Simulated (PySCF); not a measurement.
Hf(NH2)4 (singlet state).
Bonds: Hf1–N2, Hf1–N5, Hf1–N8, Hf1–N11. Hydrogens: H3, H4 on N2; H6, H7 on N5; H9, H10 on N8; H12, H13 on N11.

Level of theory: PBE0-D3(BJ)/def2-SVP geometry optimisation, gas phase, def2 core potentials past Kr in PySCF 2.14.0.

Q: Give the optimised bond lengths and angles.

A: 
| bond | length (pm) |
| --- | --- |
| Hf1–N2 and 3 like bonds | 204.9 |
| N2–H3 and 7 like bonds | 101.8 |

Bonds in one row agree within 1 pm and their mean is given. A selection of angles:
| angle | degrees |
| --- | --- |
| N2–Hf1–N5 | 109.8 |
| N2–Hf1–N11 | 108.2 |
| N8–Hf1–N11 | 110.6 |
| Hf1–N2–H3 | 123.5 |
| Hf1–N2–H4 | 128.5 |
| H3–N2–H4 | 107.9 |

Hf1 (hafnium bonded to 4 N) is tetrahedral (angles from 107.8° to 110.6°). All 4 Hf–N bonds measure 2.049 to 2.050 Å. N2 (nitrogen bonded to Hf and 2 H) is planar (angles 128.5°, 123.5° and 107.9°, sum 359.9°, 0.02 Å off the plane of its three neighbours).

Not checked by PBE0-D3(BJ)/def2-SVP frequencies.
